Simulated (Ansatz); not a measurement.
Born–Oppenheimer molecular dynamics of C₄H₁₃NSi (19 atoms, charge 0, multiplicity 1). It starts from a relaxed structure.

Level of theory: Ansatz, RKS PBE0-D4/6-31G.

| Property | Result |
| --- | --- |
| ensemble | NVT, Langevin thermostat |
| time step | 1 fs |
| steps asked | 187 |
| set temperature | 400 K |
| friction | 0.02 /fs |
| seed | 114164 |

First frame:

```xyz
19
Properties=species:S:1:pos:R:3
Si -0.059 0.028 -0.023
C 0.202 -0.056 1.861
H -0.752 -0.075 2.399
H 0.771 -0.951 2.131
H 0.758 0.826 2.200
H 1.263 0.130 -0.747
C -1.093 1.579 -0.437
H -2.078 1.527 0.042
H -0.587 2.484 -0.081
H -1.244 1.671 -1.517
N -0.769 -1.497 -0.596
C -1.850 -2.166 0.107
H -1.928 -1.798 1.135
H -2.829 -2.018 -0.381
H -1.666 -3.250 0.156
C -0.512 -2.015 -1.927
H -1.354 -1.845 -2.620
H 0.377 -1.541 -2.354
H -0.329 -3.100 -1.891
```

(1) How far do the bonds stretch over the last three quarters of this one trajectory? (Pairs bonded in most of those frames.)

Results:

(1) 
```json
{"bond": "Si1–C2", "mean (Å)": "1.923", "spread (Å)": "0.042", "shortest": "1.85", "longest": "2.02"}
{"bond": "Si1–H6", "mean (Å)": "1.516", "spread (Å)": "0.041", "shortest": "1.43", "longest": "1.59"}
{"bond": "Si1–C7", "mean (Å)": "1.921", "spread (Å)": "0.036", "shortest": "1.84", "longest": "2.00"}
{"bond": "Si1–N11", "mean (Å)": "1.791", "spread (Å)": "0.044", "shortest": "1.74", "longest": "1.90"}
{"bond": "C2–H3", "mean (Å)": "1.097", "spread (Å)": "0.024", "shortest": "1.04", "longest": "1.16"}
{"bond": "C2–H4", "mean (Å)": "1.099", "spread (Å)": "0.023", "shortest": "1.04", "longest": "1.16"}
{"bond": "C2–H5", "mean (Å)": "1.100", "spread (Å)": "0.029", "shortest": "1.03", "longest": "1.17"}
{"bond": "C7–H8", "mean (Å)": "1.099", "spread (Å)": "0.027", "shortest": "1.05", "longest": "1.15"}
{"bond": "C7–H9", "mean (Å)": "1.100", "spread (Å)": "0.018", "shortest": "1.06", "longest": "1.14"}
{"bond": "C7–H10", "mean (Å)": "1.103", "spread (Å)": "0.039", "shortest": "1.02", "longest": "1.18"}
{"bond": "N11–C12", "mean (Å)": "1.461", "spread (Å)": "0.029", "shortest": "1.41", "longest": "1.55"}
{"bond": "N11–C16", "mean (Å)": "1.453", "spread (Å)": "0.024", "shortest": "1.40", "longest": "1.51"}
{"bond": "C12–H13", "mean (Å)": "1.098", "spread (Å)": "0.026", "shortest": "1.04", "longest": "1.15"}
{"bond": "C12–H14", "mean (Å)": "1.104", "spread (Å)": "0.034", "shortest": "1.03", "longest": "1.16"}
{"bond": "C12–H15", "mean (Å)": "1.106", "spread (Å)": "0.027", "shortest": "1.05", "longest": "1.16"}
{"bond": "C16–H17", "mean (Å)": "1.107", "spread (Å)": "0.031", "shortest": "1.05", "longest": "1.18"}
{"bond": "C16–H18", "mean (Å)": "1.096", "spread (Å)": "0.025", "shortest": "1.05", "longest": "1.15"}
{"bond": "C16–H19", "mean (Å)": "1.106", "spread (Å)": "0.026", "shortest": "1.05", "longest": "1.17"}
```

Mean temperature of the second half: 340 K. The mean temperature of the second half is 15 % below the set value. A run of 0.19 ps of so small a system gives no equilibrium averages. Limits of this set-up: no polarisation functions.

Time of the run: 30 min on 2 threads of AMD EPYC (Zen 3), with other jobs on the host, peak memory 0.24 GiB.
